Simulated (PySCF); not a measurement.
Compound: CH7BClNSi.
SMILES with atom numbers: `[NH2:1][BH:2][CH2:3][SiH2:4][Cl:5]` (hydrogens: H6, H7 on N1; H8 on B2; H9, H10 on C3; H11, H12 on Si4)

Method: PySCF, PBE0-D3(BJ)/def2-SVP geometry optimisation, gas phase; density fitting, grid level 1; the optimiser is geomeTRIC in internal coordinates, started from a GFN2-xTB structure with every atom displaced at random (about 0.01 Å).

Geometry at step 2:
```
atom  x, y, z in Å
N1     -2.0253   -0.0420    0.0669
B2     -0.9169   -0.1245   -0.7776
C3      0.4508   -0.7458   -0.2975
Si4     1.5437    0.4649    0.6020
Cl5     1.8906    2.1555   -0.5668
H6     -2.9404    0.3047   -0.1924
H7     -2.0197   -0.4397    0.9978
H8     -1.0333    0.3413   -1.8898
H9      1.0308   -1.1354   -1.1500
H10     0.2976   -1.5786    0.4141
H11     2.8722   -0.1393    0.9187
H12     0.9066    0.9344    1.8657
```

Question: What forces act on the atoms?

Answer: 
```tsv
atom	Fx (eV/Å)	Fy (eV/Å)	Fz (eV/Å)
N1	0.019	-0.261	0.147
B2	-0.155	0.237	-0.077
C3	-0.061	-0.078	-0.020
Si4	0.047	0.124	-0.070
Cl5	-0.027	-0.120	0.083
H6	0.166	0.089	-0.150
H7	0.012	0.018	0.073
H8	0.021	-0.028	-0.012
H9	-0.011	0.000	-0.001
H10	0.010	-0.003	0.013
H11	-0.008	0.033	-0.003
H12	-0.013	-0.012	0.018
```

The largest, 0.30 eV/Å, acts on N1 (B2 within 3 % of it); the rms over all components is 0.091 eV/Å. The forces sum to zero within rounding, as they must for an isolated molecule in no field.

Question: Give the force on N1 in Eh/bohr and in nN.

Answer: 0.300 eV/Å ÷ 51.422 = 0.00583 Eh/bohr, and 0.300 eV/Å × 1.602 = 0.48 nN.

Question: How far is this geometry from the end of the optimisation?

Answer: 0.014 eV above it, and 0.078 Å rms away after alignment. The bonds farthest from their final lengths, with half the difference of the two atoms' forces along the bond (positive lengthens):

| bond | now (Å) | final (Å) | force along bond (eV/Å) |
| --- | --- | --- | --- |
| Si4–Cl5 | 2.084 | 2.078 | -0.15 |
| N1–B2 | 1.396 | 1.394 | -0.02 |
| C3–Si4 | 1.863 | 1.865 | +0.09 |
| N1–H6 | 1.012 | 1.011 | +0.03 |
| Si4–H12 | 1.491 | 1.493 | +0.03 |

The angle farthest from its final value is B2–N1–H6, 125.7° against 122.6°.

What follows is the cost of the whole optimisation. Hardware: an Arm Neoverse V2 with one thread, shared host with 96 logical CPUs at a one-minute load of 23. Cost: 47 s wall, 0.47 GiB resident at most.
